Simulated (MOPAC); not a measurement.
MOPAC input (PM3):

```
PM3 FORCE THERMO(298,298) PRECISE LET GEO-OK AUX(PRECISION=9) THREADS=1
C5H12O

C    -2.04702457 1    0.92257066 1    0.72190496 1
C    -0.88976284 1   -0.05371157 1    0.59749041 1
C    -1.33803027 1   -1.32226084 1   -0.11132537 1
C     0.27629694 1    0.59710820 1   -0.14782812 1
C     1.51384831 1   -0.29767986 1   -0.10072990 1
O     2.47525425 1    0.25009373 1   -0.97259455 1
H    -2.40803564 1    1.24958365 1   -0.26264992 1
H    -1.75612914 1    1.82189712 1    1.28032159 1
H    -2.89553632 1    0.46629855 1    1.24807278 1
H    -0.54292910 1   -0.32492234 1    1.62518545 1
H    -2.06395279 1   -1.88472690 1    0.48830273 1
H    -1.80712731 1   -1.10222166 1   -1.07950708 1
H    -0.47332182 1   -1.97855485 1   -0.30633142 1
H    -0.01460193 1    0.80103742 1   -1.19837939 1
H     0.50367372 1    1.58675178 1    0.29540101 1
H     1.91817203 1   -0.35980998 1    0.92892833 1
H     1.24061454 1   -1.33328826 1   -0.40964474 1
H     3.23158458 1   -0.31861893 1   -0.92903253 1
```

From the output:

```
     H   18   0.001168   0.004055   0.002549   0.038061   0.042651   8.607508

          HEAT OF FORMATION =     -73.065080 KCALS/MOLE

          ZERO POINT ENERGY     102.151 KCAL/MOL

           NORMAL COORDINATE ANALYSIS (Total motion = 1 Angstrom)

   Root No.       1         2         3         4         5         6         7         8

                 1 A       2 A       3 A       4 A       5 A       6 A       7 A       8 A

                  91.0     131.9     178.5     181.0     223.7     251.0     373.2     415.2

           1   -0.0010    0.0068    0.0008   -0.0007   -0.0006   -0.0101    0.0081    0.0190
           2    0.0165   -0.0210    0.0027    0.0033    0.0055    0.0307   -0.0441   -0.0231
           3   -0.0021   -0.0304   -0.0116   -0.0075    0.0154   -0.0342    0.0186    0.0139
           4   -0.0009    0.0057    0.0003   -0.0009    0.0002   -0.0109    0.0044    0.0159
           5    0.0003    0.0082    0.0016   -0.0010    0.0043   -0.0192   -0.0009    0.0323
           6   -0.0038    0.0123    0.0056    0.0009   -0.0018    0.0170    0.0016    0.0111
           7    0.0122   -0.0125    0.0007    0.0004   -0.0072    0.0162    0.0655    0.0113
           8   -0.0046    0.0150    0.0017   -0.0015    0.0080   -0.0284   -0.0223    0.0361
           9    0.0356    0.0128    0.0096    0.0125    0.0010    0.0095    0.0283   -0.0292
          10   -0.0078   -0.0024   -0.0041   -0.0019    0.0053   -0.0278   -0.0166   -0.0330
          11   -0.0372    0.0348    0.0037   -0.0087   -0.0123   -0.0215    0.0134   -0.0235
          12   -0.0247    0.0334    0.0093   -0.0035   -0.0147    0.0263    0.0086    0.0019
          13   -0.0093   -0.0129   -0.0062    0.0006    0.0060   -0.0199   -0.0229   -0.0358
          14   -0.0519   -0.0304   -0.0111    0.0071   -0.0114    0.0217    0.0328   -0.0106
          15   -0.0279   -0.0113   -0.0050    0.0009   -0.0065    0.0137   -0.0261    0.0170
          16    0.0059    0.0139    0.0037    0.0030   -0.0021    0.0423   -0.0406    0.0208
          17    0.0698    0.0008   -0.0213    0.0090    0.0047    0.0085    0.0236   -0.0025
          18    0.0188   -0.0083   -0.0132    0.0007    0.0038   -0.0171   -0.0329   -0.0008
          19    0.0053   -0.0283   -0.0097   -0.0048    0.0100   -0.0282    0.0036    0.0040
          20   -0.0071   -0.0249    0.0985    0.1692    0.0571    0.0234   -0.0574   -0.0394
          21    0.0128   -0.0442   -0.0651   -0.0938   -0.0058   -0.0388    0.0232    0.0154
          22   -0.0122    0.0284   -0.0002   -0.0053   -0.0038   -0.0437    0.0496    0.0667
          23    0.0227   -0.0292   -0.0025   -0.0050    0.0033    0.0467   -0.0623   -0.0435
          24   -0.0331   -0.0376    0.0899    0.1735    0.0774   -0.0747    0.0311    0.0212
          25    0.0039    0.0208    0.0122    0.0073   -0.0086    0.0428   -0.0272   -0.0149
          26    0.0474   -0.0328   -0.0867   -0.1500   -0.0416    0.0665   -0.0663   -0.0482
          27    0.0158   -0.0446   -0.0752   -0.1112   -0.0113   -0.0360    0.0219    0.0142
          28   -0.0062    0.0363    0.0079    0.0011   -0.0059   -0.0041    0.0033    0.0298
          29    0.0224    0.0042   -0.0001    0.0025    0.0099   -0.0358   -0.0013    0.0401
          30   -0.0178    0.0257    0.0093   -0.0004   -0.0070    0.0280    0.0009    0.0104
          31   -0.0113    0.0111   -0.0207   -0.0389    0.1647    0.0668    0.1297   -0.0135
          32    0.0340    0.0026    0.0124    0.0207   -0.0601   -0.0474   -0.0051    0.0054
          33    0.0631   -0.0001    0.0211    0.0352   -0.0814   -0.0145    0.0222   -0.0408
          34    0.0426   -0.0439    0.0206    0.0361   -0.1658   -0.0135    0.0616    0.0323
          35   -0.0332    0.0194   -0.0072   -0.0206    0.0653   -0.0028   -0.0094    0.0627
          36    0.0715   -0.0065    0.0262    0.0447   -0.1208   -0.0240    0.0166   -0.0389
          37    0.0159   -0.0158    0.0034    0.0051   -0.0285    0.0111    0.0626    0.0141
          38   -0.0192    0.0235   -0.0009   -0.0050    0.0276   -0.0317   -0.0609    0.0358
          39    0.0015    0.0456   -0.0158   -0.0318    0.2001    0.0556    0.0663   -0.0572
          40   -0.0042    0.0477    0.0083   -0.0127    0.0002   -0.0448   -0.0111   -0.0719
          41   -0.0572    0.0859    0.0131   -0.0213   -0.0269   -0.0370    0.0271   -0.0845
          42   -0.0118    0.0183    0.0072    0.0003   -0.0079    0.0288    0.0033    0.0235
          43   -0.0183   -0.0420   -0.0130    0.0090    0.0079   -0.0096   -0.0091   -0.0314
          44   -0.0334    0.0589    0.0091   -0.0152   -0.0150   -0.0310    0.0110   -0.0311
          45   -0.0490    0.0901    0.0204   -0.0159   -0.0316    0.0090    0.0305   -0.0805
          46   -0.0220   -0.0699   -0.0192    0.0086    0.0128   -0.0161   -0.0276   -0.0365
          47   -0.1315   -0.0725   -0.0295    0.0194   -0.0198    0.0543    0.0474   -0.0045
          48    0.0340    0.0051    0.0055   -0.0066    0.0029   -0.0123   -0.0402    0.0110
          49   -0.0057    0.0142   -0.0053   -0.0052    0.0069   -0.0460   -0.0108   -0.0587
          50   -0.0742   -0.0553   -0.0174    0.0129   -0.0127    0.0394    0.0306   -0.0002
          51   -0.1228   -0.0658   -0.0312    0.0141   -0.0097    0.0351   -0.0074    0.0094
          52    0.0014    0.0020    0.0580   -0.0186   -0.0008    0.0391   -0.0391    0.0186
          53    0.0371   -0.0719    0.3649   -0.1413    0.0087    0.0179    0.0234    0.0132
          54    0.0085   -0.0534    0.1233   -0.0578    0.0139   -0.0694   -0.0134   -0.0496

   Root No.       9        10        11        12        13        14        15        16

                 9 A      10 A      11 A      12 A      13 A      14 A      15 A      16 A

                 477.9     493.2     808.5     932.2     958.2     972.3     976.0    1004.4

           1    0.0508   -0.0258   -0.0042   -0.0265   -0.0010   -0.0121   -0.0085   -0.0300
           2    0.0183   -0.0057   -0.0002   -0.0046   -0.0217   -0.0164    0.0213   -0.0111
           3    0.0075   -0.0175   -0.0003   -0.0229   -0.0068    0.0225   -0.0053   -0.0057
           4    0.0397   -0.0229   -0.0019    0.0016   -0.0044    0.0068    0.0053    0.0191
           5   -0.0259    0.0225    0.0016   -0.0067   -0.0120   -0.0157   -0.0004   -0.0041
           6    0.0271    0.0578    0.0032   -0.0204    0.0021    0.0005   -0.0025    0.0063
           7   -0.0305    0.0125    0.0069    0.0126   -0.0039    0.0209    0.0138    0.0289
           8   -0.0008    0.0087    0.0178    0.0315    0.0169    0.0257   -0.0037   -0.0076
           9   -0.0079   -0.0124   -0.0002   -0.0166    0.0193   -0.0132    0.0095    0.0148
          10    0.0007    0.0225   -0.0048   -0.0021   -0.0022    0.0053   -0.0034    0.0028
          11   -0.0249   -0.0144   -0.0384   -0.0210   -0.0091   -0.0103   -0.0225    0.0260
          12    0.0291    0.0094   -0.0095    0.0438   -0.0109   -0.0073   -0.0031   -0.0097
          13   -0.0077    0.0291   -0.0033    0.0165    0.0007   -0.0057    0.0051   -0.0038
          14    0.0084   -0.0012   -0.0258    0.0004    0.0158    0.0108    0.0227   -0.0143
          15   -0.0256   -0.0197   -0.0108   -0.0064    0.0068    0.0070    0.0072   -0.0041
          16   -0.0389   -0.0187    0.0016   -0.0034   -0.0002   -0.0015   -0.0009    0.0012
          17    0.0146    0.0028    0.0091    0.0006   -0.0041   -0.0033   -0.0070    0.0023
          18   -0.0226   -0.0009    0.0054   -0.0029   -0.0016   -0.0016   -0.0017    0.0018
          19    0.0620   -0.1065   -0.0139    0.1021    0.0999   -0.1042   -0.0453    0.0224
          20    0.0349   -0.0208   -0.0032    0.0031    0.0367    0.0177   -0.0332    0.0102
          21    0.0049   -0.0480   -0.0036    0.0341    0.0108   -0.0382    0.0052    0.0088
          22    0.0070    0.0064    0.0037   -0.0678   -0.1311   -0.0884    0.1077   -0.0991
          23    0.0372   -0.0170   -0.0036    0.0087    0.0318    0.0179   -0.0278    0.0157
          24   -0.0007   -0.0548   -0.0028    0.0403    0.0117   -0.0394    0.0062    0.0130
          25    0.0869    0.0230   -0.0049   -0.1348    0.0345    0.1420   -0.0997   -0.0451
          26    0.0406   -0.0148   -0.0051    0.0084    0.0383    0.0154   -0.0322    0.0100
          27    0.0046   -0.0473   -0.0033    0.0383    0.0152   -0.0322    0.0037    0.0153
          28    0.0621   -0.0227   -0.0084    0.0456    0.0475   -0.0579   -0.0176    0.0590
          29   -0.0395    0.0150    0.0284   -0.0356    0.0568   -0.0390    0.0219   -0.0262
          30    0.0423    0.0580   -0.0131    0.0170   -0.0157   -0.0097   -0.0228    0.0339
          31   -0.0893    0.0090   -0.0026    0.0425    0.0034    0.0081   -0.0624   -0.1010
          32   -0.0458   -0.0406    0.0001    0.1171   -0.0654    0.0836   -0.0790   -0.1189
          33   -0.0190   -0.0400   -0.0085    0.0250   -0.0311    0.0232   -0.0151   -0.0157
          34   -0.0571    0.0552    0.0191   -0.0103    0.0776   -0.0395   -0.0294   -0.0486
          35   -0.0049    0.0738    0.0408   -0.0339    0.1438   -0.0550    0.0070   -0.0140
          36   -0.0178   -0.0395   -0.0109    0.0206   -0.0342    0.0167   -0.0202   -0.0193
          37   -0.0302    0.0166    0.0080    0.0087    0.0040    0.0158    0.0137    0.0281
          38    0.0738   -0.0244    0.0230    0.0378   -0.0397    0.0972    0.0953    0.1624
          39   -0.0286   -0.0441   -0.0134    0.0233   -0.0372    0.0190   -0.0170   -0.0158
          40    0.0053    0.0326    0.1345    0.0026   -0.0182   -0.0145   -0.0136    0.0012
          41   -0.0373   -0.0769    0.1181   -0.0545    0.0434    0.0286    0.0500   -0.0224
          42    0.0377    0.0468   -0.0530    0.0628   -0.0446   -0.0345   -0.0460    0.0165
          43    0.0073    0.0449   -0.1040    0.0311    0.0180    0.0185    0.0292   -0.0399
          44   -0.0293   -0.0299    0.0291   -0.0380   -0.0149   -0.0145   -0.0316    0.0415
          45    0.0227   -0.0396    0.1651    0.0446    0.0440    0.0337    0.0905   -0.0945
          46   -0.0035    0.0385    0.1374    0.0089   -0.0277   -0.0266   -0.0280    0.0292
          47    0.0168   -0.0059    0.0965   -0.0018   -0.0340   -0.0296   -0.0528    0.0210
          48   -0.0316   -0.0126   -0.0620   -0.0072    0.0382    0.0333    0.0589   -0.0223
          49   -0.0263    0.0333   -0.1103    0.0032    0.0249   -0.0074    0.0141   -0.0291
          50    0.0181   -0.0042    0.0598    0.0025   -0.0088    0.0010   -0.0023    0.0090
          51   -0.0271   -0.0208    0.1229   -0.0266   -0.0483   -0.0440   -0.0879    0.0399
          52   -0.0380   -0.0171    0.0017   -0.0022   -0.0005   -0.0021   -0.0011    0.0011
          53   -0.0006   -0.0156    0.0095   -0.0172   -0.0029    0.0005   -0.0113    0.0067
          54    0.0119    0.0454    0.0066    0.0419   -0.0080   -0.0155    0.0020   -0.0084

   Root No.      17        18        19        20        21        22        23        24

                17 A      18 A      19 A      20 A      21 A      22 A      23 A      24 A

                1065.0    1085.3    1122.0    1123.0    1145.1    1164.2    1173.7    1234.8

           1    0.0043    0.0003   -0.0225   -0.0172   -0.0103    0.0143    0.0076    0.0062
           2   -0.0035    0.0003    0.0102   -0.0032    0.0071   -0.0119   -0.0048   -0.0015
           3    0.0023   -0.0157    0.0106    0.0102   -0.0004   -0.0171   -0.0051    0.0114
           4   -0.0025   -0.0046    0.0198    0.0153    0.0067   -0.0141   -0.0190   -0.0249
           5    0.0095    0.0037   -0.0077    0.0175   -0.0024    0.0203    0.0144    0.0032
           6    0.0096    0.0092   -0.0078   -0.0017    0.0246    0.0311    0.0253   -0.0262
           7   -0.0043   -0.0010   -0.0077   -0.0026   -0.0046    0.0094    0.0050    0.0101
           8   -0.0096   -0.0041    0.0006   -0.0285    0.0061   -0.0089   -0.0145    0.0031
           9   -0.0058   -0.0031   -0.0024   -0.0165   -0.0087   -0.0148   -0.0127    0.0040
          10   -0.0276    0.0585    0.0158    0.0041   -0.0032   -0.0058   -0.0060   -0.0321
          11    0.0014   -0.0037    0.0052   -0.0168   -0.0142   -0.0092    0.0145    0.0068
          12   -0.0088   -0.0130    0.0094    0.0087   -0.0399   -0.0073   -0.0112   -0.0024
          13    0.0185   -0.0510   -0.0051    0.0019   -0.0031    0.0088   -0.0095   -0.0068
          14    0.0209    0.0104   -0.0236    0.0156    0.0131   -0.0070   -0.0053    0.0058
```
